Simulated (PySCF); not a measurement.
Predicted microwave data (PySCF 2.14.0, PBE0-D3(BJ)/def2-SVP geometry optimisation, gas phase) for one isomer of CH7AsGe:

* Rotational constants: A = 10024, B = 1680, C = 1500 MHz
* Dipole components: |μa| = 0.97 D, |μb| = 0.90 D, |μc| = 0.00 D
* Inertial defect: -14.35 u·Å²
* κ: -0.96

Question: Which structure is it? (One computed conformer of each.)
A. `C[AsH][GeH3]`
B. `[CH3:1][GeH2:2][AsH2:3]` with C1–Ge2–As3–H -46° and 46°

Answer: B. It is [CH3][GeH2][AsH2], a near-prolate asymmetric top, point group Cs. The candidates at the same level (rigid rotor, commonest isotopes):

```json
{"SMILES": "[CH3][GeH2][AsH2]", "A (MHz)": "10024", "B (MHz)": "1680", "C (MHz)": "1500", "μa (D)": "0.97", "μb (D)": "0.90", "μc (D)": "0.00", "Δ (u·Å²)": "-14.35", "point group": "Cs", "rotor": "near-prolate asymmetric top"}
{"SMILES": "C[AsH][GeH3]", "A (MHz)": "8452", "B (MHz)": "1840", "C (MHz)": "1577", "μa (D)": "0.30", "μb (D)": "0.87", "μc (D)": "0.30", "Δ (u·Å²)": "-14.09", "point group": "–", "rotor": "near-prolate asymmetric top"}
```

`C[AsH][GeH3]` has A 16 % too low. In the right answer the mirror of this Cs structure is the ab plane, so μc vanishes by symmetry. No structure here is proved a minimum.
